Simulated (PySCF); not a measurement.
**Shapes and spin states of RhO₂**

All numbers come from PBE0 in PySCF with Rh def2-TZVP with ECP28, O def2-TZVP; scalar-relativistic core potentials, no spin–orbit coupling; density-fitted integrals.

Relaxations began from a few typed shapes and spin states; open shells are unrestricted. The search is not exhaustive: other isomers or separated fragments can lie lower, and high-lying points may rest on an excited occupation.

(1) Order these stationary points by electronic energy, lowest first, in kJ/mol from the lowest minimum.
A. broken-symmetry Ms = 3/2 (⟨S²⟩ 4.46) C∞v: Rh–O 1.762 Å, Rh–O 1.836 Å; O–Rh–O 180.0°
B. quartet Cs: O–O 1.272 Å, Rh–O 1.947 Å, Rh–O 2.527 Å; O–O–Rh 49.1°, O–O–Rh 101.4°, O–Rh–O 29.6°
C. doublet D∞h: Rh–O 1.670 Å (×2); O–Rh–O 180.0°
D. doublet C2v: O–O 1.307 Å, Rh–O 1.907 Å (×2); O–O–Rh 69.9° (×2), O–Rh–O 40.1°
E. quartet C2v: O–O 1.293 Å, Rh–O 2.119 Å (×2); O–O–Rh 72.2° (×2), O–Rh–O 35.5°
F. doublet C2v: Rh–O 1.661 Å (×2); O–Rh–O 154.5°
G. sextet C2v: Rh–O 1.830 Å (×2); O–Rh–O 137.2°
H. quartet C2v: Rh–O 1.710 Å (×2); O–Rh–O 119.9°

(2) Which of them are minima?

Results:

(1) F (0.0), C (7.4), H (49.2), D (138.9), A (140.6), B (147.1), E (150.9), G (155.3).

(2) By energy in kJ/mol, 0.0: minimum; 7.4: saddle point, 2 imaginary modes; 49.2: minimum; 138.9: minimum; 140.6: saddle point, 1 imaginary mode; 147.1: minimum; 150.9: saddle point, 1 imaginary mode; 155.3: minimum.

Starts that fell apart ended at 225 kJ/mol on the same scale (coarser grid).

Formally Rh is in oxidation state +4, d5, with 1 unpaired electron (the high-spin count would be 5). The Mulliken spin on Rh is 0.89. The polar-tensor charge on Rh, 1.32, is far below the formal one.

For the lowest minimum: open d and f shells are described by one determinant, and the ground state may have another occupation or spin.

The electron or spin density has lower symmetry than the nuclear frame for the broken-symmetry Ms = 3/2 (⟨S²⟩ 4.46) C∞v at 140.6 kJ/mol.
